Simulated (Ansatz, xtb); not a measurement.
# C5H9B: 12 structures ranked

12 gas-phase structures of C5H9B, from a drawn sample of its isomers (lower ones may exist). Each was relaxed with GFN2-xTB:

A. `B/C(C=C)=C/C`, a singlet
B. `B/C(C)=C\C=C`, a singlet
C. `B/C=C\C(=C)C`, a singlet
D. `B/C=C(\C)C=C`, a singlet
E. `BC(=C)/C=C\C`, a singlet
F. `B/C(C=C)=C\C`, a singlet
G. `B/C(C)=C/C=C`, a singlet
H. `B/C=C/C(=C)C`, a singlet
I. `B/C=C/C=C/C`, a singlet
J. `B/C=C(/C)C=C`, a singlet
K. `BC(=C)C(=C)C`, a singlet
L. `BC(=C)/C=C/C`, a singlet

Problem. Make a reasoned guess at their ranking by r2SCAN-D4/def2-SVP single-point energy.

Solution. Calculated order at r2SCAN-D4/def2-SVP: H (0.0), I (0.3), D (1.2), J (1.8), G (2.8), B (3.9), A (6.4), F (7.3), L (7.8), C (8.2), K (8.6), E (9.9) kcal/mol. Less than 1 kcal/mol parts H and I; I and D; D and J; J and G; A and F; F and L; L and C; C and K, so the order within those pairs means little.

Energies above the lowest of each column, in kcal/mol; the last columns are at PBE0-D3(BJ)/def2-SVP geometries and were run for some of them only (a dash: not run or not comparable):

```csv
structure,GFN2-xTB,HF/STO-3G,r2SCAN-D4/def2-SVP,PBE0-D3(BJ)/def2-SVP,CCSD(T)/def2-SVP + ΔMP2/def2-TZVPP
H,0.5,0.4,0.0,1.5,0.0
I,0.0,0.0,0.3,0.0,0.1
D,1.3,2.7,1.2,2.7,1.5
J,1.6,3.0,1.8,3.0,1.8
G,2.2,2.9,2.8,4.1,2.8
B,2.2,3.8,3.9,5.0,3.8
A,5.0,4.7,6.4,–,–
F,4.8,5.7,7.3,–,–
L,5.5,5.1,7.8,–,–
C,2.8,11.1,8.2,–,–
K,5.8,6.2,8.6,–,–
E,4.6,11.9,9.9,–,–
```

CCSD(T)/def2-SVP + ΔMP2/def2-TZVPP has H and I within 1 kcal/mol of each other at the bottom, and every level picks one of them. Flexible structures stand in one conformer each, not always the lowest. J keeps a small imaginary mode. Frequencies (GFN2-xTB) were run for B, D, G, H, I, J alone. ΔMP2 is the change of the MP2 energy from the smaller to the larger basis.

Over these structures GFN2-xTB departs from r2SCAN-D4/def2-SVP by 1.5 kcal/mol on average once a common shift is removed. A GFN2-xTB relaxation took about 0.087 s and the r2SCAN-D4/def2-SVP energy about 1.6 s on a shared host (Ansatz 0.2.0, xtb 6.7.1).
